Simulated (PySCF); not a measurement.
**Electric field gradients and quadrupole coupling constants**

Species: C6H14N2OSi.
Geometry (GFN2-xTB, Å), atoms numbered from 1 in this order:
```xyz
24
C6H14N2OSi angstrom
C      3.608    0.363    1.166
C      2.766   -0.134    0.265
C      1.330   -0.054    0.403
C      0.392   -0.520   -0.435
C      0.701   -1.251   -1.706
Si    -1.440   -0.294   -0.027
N     -2.011   -1.803    0.603
N     -2.246    0.189   -1.484
O     -1.731    0.846    1.111
C     -1.533    2.226    0.992
H      4.677    0.298    1.048
H      3.255    0.854    2.059
H      3.163   -0.615   -0.618
H      1.001    0.448    1.306
H      0.449   -0.619   -2.557
H      0.082   -2.144   -1.764
H      1.744   -1.542   -1.786
H     -1.423   -2.273    1.272
H     -2.965   -1.835    0.929
H     -2.188   -0.427   -2.278
H     -3.191    0.528   -1.396
H     -2.101    2.628    0.151
H     -0.476    2.455    0.836
H     -1.874    2.692    1.918
```

Field gradients from the PBE0/pcSseg-1 density (PySCF, non-relativistic), principal values in atomic units, ordered |Vxx| ≤ |Vyy| ≤ |Vzz|:

```
atom      Vxx      Vyy      Vzz
  N7   0.2948   0.6216  -0.9164
  N8   0.2892   0.6319  -0.9211
  O9  -0.5804  -1.1334   1.7138
```

**Question.** Find the asymmetry η = (Vxx − Vyy)/Vzz and the couplings χ = eQV/h (234.96 MHz × Q in barn × V in au), with Q(14N) = 0.02044 b, Q(17O) = −0.0256 b.

**Answer.** 
| atom | environment | nucleus | η | χzz (MHz) | χxx (MHz) | χyy (MHz) |
| --- | --- | --- | --- | --- | --- | --- |
| N7 | silicon-bound nitrogen | 14N | 0.36 | -4.401 | 1.416 | 2.986 |
| N8 | silicon-bound nitrogen | 14N | 0.37 | -4.424 | 1.389 | 3.035 |
| O9 | silyl ether oxygen | 17O | 0.32 | -10.31 | 3.49 | 6.82 |

**Question.** What is Vzz at O9 in SI units (1 au = 9.71736 × 10²¹ V/m²)?

**Answer.** 1.7138 au = 16.654 × 10²¹ V/m².

**Question.** And the gradient at the other heavy atoms, for which no coupling is worked out here?

**Answer.** 
```tsv
atom	environment	Vzz (au)	η
C1	terminal =CH2 carbon	0.311	0.39
C2	alkene CH carbon	0.348	0.39
C3	alkene CH carbon	0.303	0.54
C4	fully substituted alkene carbon	0.355	0.54
C5	allylic carbon	0.052	0.41
Si6	oxygen-bound silicon	0.251	0.52
C10	methoxy carbon	0.407	0.02
```

Were the hydrogens deuterons (Q(2H) = 0.00286 b), χzz would run from 199 kHz (H23) to 291 kHz (H20).

One conformer (not necessarily the lowest) at the GFN2-xTB geometry, without solvent, vibrations or thermal averaging. GFN2-xTB bond lengths can be off by several hundredths of an ångström, more for odd bonds, and the gradients follow them. The basis is small and wasn't made for field gradients, so the couplings can be 20 % off.
